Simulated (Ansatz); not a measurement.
Program: Ansatz. Geometries: PBE0-D4/def2-TZVP. ΔE: electronic, gas phase. CCSD(T)/CBS adds triple-zeta CCSD(T) − MP2 to the extrapolated MP2 energy (def2 sets, frozen cores). This one scheme is used for every species, atoms too. Functionals use def2-TZVPP. B3LYP here is the variant with VWN-RPA as its local correlation; programs differ in this. No spin–orbit coupling; open shells (•) take unrestricted orbitals. Spin–orbit coupling would lower the free atoms: a little for Al, C, F.

`C#[C][Al]([CH3])[F]` → Al• + 3 C• + F• + 4 H•  (atomization)

`C#[C][Al]([CH3])[F]`:

```xyz
9

C     2.292    0.730   -1.441
C     1.443    0.579   -0.592
Al    0.071    0.302    0.694
C    -1.540   -0.713    0.378
F     0.312    0.993    2.172
H     3.045    0.867   -2.184
H    -1.603   -1.566    1.059
H    -2.429   -0.101    0.560
H    -1.591   -1.092   -0.645
```

```json
{"level": "LDA (SPW92)", "ΔE (kcal/mol)": "1014.8", "difference from CCSD(T)/CBS": "115.6"}
{"level": "PBE-D4", "ΔE (kcal/mol)": "915.0", "difference from CCSD(T)/CBS": "15.8"}
{"level": "PBE0-D4", "ΔE (kcal/mol)": "896.8", "difference from CCSD(T)/CBS": "-2.4"}
{"level": "B3LYP-D4", "ΔE (kcal/mol)": "895.0", "difference from CCSD(T)/CBS": "-4.2"}
{"level": "r2SCANh-D4", "ΔE (kcal/mol)": "893.8", "difference from CCSD(T)/CBS": "-5.4"}
{"level": "BLYP", "ΔE (kcal/mol)": "888.6", "difference from CCSD(T)/CBS": "-10.6"}
{"level": "B3LYP", "ΔE (kcal/mol)": "889.3", "difference from CCSD(T)/CBS": "-9.9"}
{"level": "CAM-B3LYP", "ΔE (kcal/mol)": "896.0", "difference from CCSD(T)/CBS": "-3.2"}
{"level": "MP2/def2-SVP", "ΔE (kcal/mol)": "876.4", "difference from CCSD(T)/CBS": "-22.8"}
{"level": "SCS-MP2/def2-TZVPP", "ΔE (kcal/mol)": "890.7", "difference from CCSD(T)/CBS": "-8.5"}
{"level": "CCSD(T)/CBS", "ΔE (kcal/mol)": "899.2", "difference from CCSD(T)/CBS": "0"}
```

Largest T1 diagnostic among the species: 0.018.

Leaving LDA and LC-ωPBE aside and taking each functional with its dispersion term where it has one, the values, not all of them listed here, spread over 47.3 kcal/mol, from BHLYP-D4 to PBE-D4. LDA lies +103.3 kcal/mol from PBE without D4, its usual overbinding. From r2SCAN to r2SCAN0 (25 % exact exchange), in def2-TZVPP and without D4, ΔE moves by −16.6 kcal/mol: exact exchange takes away binding that semilocal exchange gives to molecules.

For atomizations the MP2-based limit and the directly extrapolated one differ by several kJ/mol either way, and by 10 to 25 for some Ge, Se and Sn compounds, so smaller differences from it don't rank the levels.
